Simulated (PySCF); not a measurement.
# Al: excitation energy

Al [Ne] 3s2 3p1 (2P) → Al [Ne] 3s2 4s1 (2S), as a difference of total energies. All numbers are calculated (PySCF 2.14, the non-relativistic Hamiltonian (point nucleus), in aug-cc-pV(Q+d)Z (7s6p5d3f2g, 89 functions)). Correlated levels: valence: [Ne] frozen. The calculations carry no spin-orbit coupling.

```csv
method,excitation energy (eV)
UHF,3.001
MP2 (valence),3.099
SCS-MP2 (valence),3.105
CCSD (valence),3.158
CCSD(T) (valence),3.168
```

**Question.** How much does correlation contribute at CCSD(T) (valence)?

**Answer.** 3.168 − (3.001) = 0.167 eV, measured against UHF.

Errors of the correlated levels include the incompleteness of this basis and the frozen core.

For comparison: 3.133 eV (measured; NIST levels, between the centres of gravity of the two terms).
